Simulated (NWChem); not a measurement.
# C$_{4}$H$_{7}$O, doublet; SMILES C1C[CH]CO1

```xyz
12

C     -1.2139     0.2665    -0.0390
C     -0.1279     1.2669     0.1415
C      1.1006     0.4134    -0.1905
O      0.7655    -0.8976     0.1979
C     -0.6057    -1.0941    -0.0637
H     -2.2836     0.4754    -0.0749
H     -0.2258     2.1558    -0.5041
H     -0.0828     1.6366     1.1865
H      2.0129     0.7096     0.3477
H      1.3124     0.4625    -1.2789
H     -1.0156    -1.7822     0.7001
H     -0.7595    -1.5929    -1.0491
```
Atoms are numbered in this order, from 1.

All runs: NWChem. Pople sets run with spherical d functions. Spin-unrestricted. Medium grid unless said otherwise, to which SCAN and Minnesota functionals are sensitive. Structure relaxed at the PBE0/def2-SVP, spin-unrestricted level. No stability test was run on the SCF state. Level r2SCAN/6-31G*: energy and gradient; each run changes one setting, and changes count from the defaults (medium grid, exact Coulomb integrals, symmetry on).

### Question
Which setting moves the energy most, and by about how much (tight SCF thresholds and tolerances; defaults; symmetry off; extra-fine grid)?

### Answer
extra-fine grid, by about 100 μHa.
```csv
setting,size of the energy change (μHa),largest change of a gradient component (μHa/bohr),"time, defaults = 1 (rough)"
defaults,< 10,< 30,about 1
tight SCF thresholds and tolerances,< 10,< 30,about 1
extra-fine grid,100,80,4
symmetry off,< 10,other frame,about 1
```
